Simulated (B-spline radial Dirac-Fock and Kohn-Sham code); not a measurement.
# Relativistic shifts of the levels of Sr¹¹⁺

System: the Sr¹¹⁺ ion in the configuration 1s2 2s2 2p6 3s2 3p6 3d9.

Both columns are ΔSCF binding energies of the configuration average from a B-spline atomic structure program: non-relativistic Hartree-Fock with a point nucleus, and Dirac-Fock with a finite nucleus and the Coulomb interaction alone, averaged over the two j levels with weights 2j+1.

```
shell  Hartree-Fock (eV)  Dirac-Fock (eV)  shift (eV)  shift (%)
   1s            16073.1          16398.0     +324.88      +2.02
   2s             2398.0           2473.8      +75.87      +3.16
   2p             2195.3           2215.2      +19.85      +0.90
   3s              577.1            592.0      +14.88      +2.58
   3p              501.3            505.8       +4.44      +0.89
   3d              368.0            366.3       -1.63      -0.44
```

Relativity binds 1s, 2s, 2p, 3s, 3p more strongly, among those listed most of all 2s in relative terms, and 3d more weakly, because the contracted s and p shells screen the nucleus better.

Values without a named source are computed, but for edge energies of neutral atoms, which are taken from tables.
